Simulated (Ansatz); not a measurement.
Coupled-cluster run, CH$_{8}$BNSi$_{2}$, SMILES `C[SiH]1[SiH2]B1N`.

```yaml
crystal:
  periodic: [false, false, false]
  atoms:
    - {symbol: C, position_ang: [-2.102649, 0.154149, -0.914365]}
    - {symbol: Si, position_ang: [-0.478942, -0.658745, -0.436948]}
    - {symbol: Si, position_ang: [0.647695, -0.908178, 1.594288]}
    - {symbol: B, position_ang: [1.259204, 0.179509, 0.016165]}
    - {symbol: N, position_ang: [2.053588, 1.281358, -0.220684]}
    - {symbol: H, position_ang: [-2.945164, -0.488313, -0.650218]}
    - {symbol: H, position_ang: [-2.219013, 1.105846, -0.393012]}
    - {symbol: H, position_ang: [-2.136483, 0.344421, -1.989766]}
    - {symbol: H, position_ang: [-0.282305, -1.994300, -1.069874]}
    - {symbol: H, position_ang: [1.086493, -2.306144, 1.846710]}
    - {symbol: H, position_ang: [0.387399, -0.182157, 2.868777]}
    - {symbol: H, position_ang: [1.951528, 1.871768, -1.030798]}
    - {symbol: H, position_ang: [2.798849, 1.565886, 0.394724]}
basis:
  gaussian: {orbitals: def2-TZVPP}
correlation: {method: ccsd_t}
```

```sh
$ ansatz run in.yaml --threads 4 --pin off --events-out ev --progress --plain --max-ram 10444MiB
```

The program prints (abridged):

```
Functional definition: HF
1657 factors; integrals over basis functions are off by at most 1.3e-3 eV
mean field evaluation 1: about -19031.3874 eV, gradient 4.0e1 eV
mean field evaluation 2: about -19031.6605 eV, gradient 4.0e1 eV
mean field evaluation 4: about -19036.1171 eV, gradient 4.5e0 eV
mean field evaluation 8: about -19036.2172 eV, gradient 3.1e-1 eV
mean field evaluation 16: about -19036.2183 eV, gradient 2.9e-6 eV
mean field -19036.21833164 eV, -699.5681204754 hartree, gradient 2.9e-6 eV, S^2 0.000000; 0 other end points of the search recorded, 0 dependent functions left out
13 core orbitals not correlated: weight in the atoms' cores, before any rotation towards them, 1.000 or more for the frozen orbitals, at most 0.000 for the correlated occupied ones
reference -19036.21833164 eV, -699.5681204754 hartree; 14, 14 occupied and 262, 262 virtual orbitals, 1657 factors
second order -19.93131671 eV of doubles, -0.00000000 eV of singles
cycle   1  -20.90505539 eV  change   -9.7e-1 eV  update   1.1e-1
cycle   2  -21.47190652 eV  change   -5.7e-1 eV  update   3.3e-2
cycle   3  -21.57714186 eV  change   -1.1e-1 eV  update   1.8e-2
cycle   4  -21.56772631 eV  change    9.4e-3 eV  update   5.6e-3
cycle   5  -21.56629152 eV  change    1.4e-3 eV  update   2.7e-3
cycle   6  -21.56623867 eV  change    5.3e-5 eV  update   9.1e-4
cycle   7  -21.56596203 eV  change    2.8e-4 eV  update   3.4e-4
cycle   8  -21.56606899 eV  change   -1.1e-4 eV  update   1.7e-4
cycle   9  -21.56609920 eV  change   -3.0e-5 eV  update   7.6e-5
cycle  10  -21.56604662 eV  change    5.3e-5 eV  update   3.6e-5
cycle  11  -21.56606759 eV  change   -2.1e-5 eV  update   1.7e-5
perturbative correction -0.94645726 eV, -0.0347816628 hartree
Total energy: -19058.73085649 eV, -700.3954405043 hartree
```

Run time 4.1 min (4 threads of an Arm Neoverse V1 on a shared host); peak host memory 8.5 GiB.

The correlation energy is -22.513 eV, 4.2 % of it from (T); the T1 diagnostic reads 0.0148.
